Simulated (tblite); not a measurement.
C2H3F3O2Si.
Atom-mapped SMILES: `[O:1]=[C:2]([SiH2:3][OH:4])[C:5]([F:6])([F:7])[F:8]` (hydrogens: H9, H10 on Si3; H11 on O4)

Structure optimised with GFN2-xTB, isolated species.

(1) List the bond lengths, angles and torsions at this level.

Answers

(1) 
| bond | length (bohr) | order |
| --- | --- | --- |
| O1=C2 | 2.273 | double |
| C2–Si3 | 3.639 | single |
| Si3–O4 | 3.043 | single |
| C2–C5 | 2.912 | single |
| C5–F6, C5–F7 | 2.541 | single |
| C5–F8 | 2.516 | single |
| Si3–H9, Si3–H10 | 2.751 | single |
| O4–H11 | 1.808 | single |

Bonds in one row agree within 0.02 bohr and their mean is given. Orders are formal, as drawn. A selection of angles:
| angle | degrees |
| --- | --- |
| O1–C2–Si3 | 123.6 |
| O1–C2–C5 | 120.1 |
| Si3–C2–C5 | 116.2 |
| C2–Si3–O4 | 105.2 |
| C2–C5–F6 | 110.1 |
| C2–C5–F8 | 114.9 |
| F6–C5–F7 | 106.5 |
| F6–C5–F8 | 107.4 |
| H11–O4–Si3 | 123.2 |

Dihedral angles: O1–C2–Si3–O4 0° (synperiplanar); O1–C2–C5–F6 -121° (anticlinal); H11–O4–Si3–C2 -1° (synperiplanar).

Si3 (oxygen-bound silicon) is distorted tetrahedral (angles from 105.2° to 116.1°). Of the pairs four or more bonds apart, O1···H11 is among the closest relative to their van der Waals radii: 2.70 Å, 99 % of the sum of Bondi's values.

Point group: Cs (every atom within 0.08 Å of its image). Its GFN2-xTB frequencies are all real (lowest 23 cm⁻¹). The numbers are those of one conformer (O1–C2–Si3–O4 0°, C2–Si3–O4–H -1°).

On an Arm Neoverse N1 with one thread, no GPU, shared host, this took 0.26 s. This is the geometry optimisation.

These are computed values.
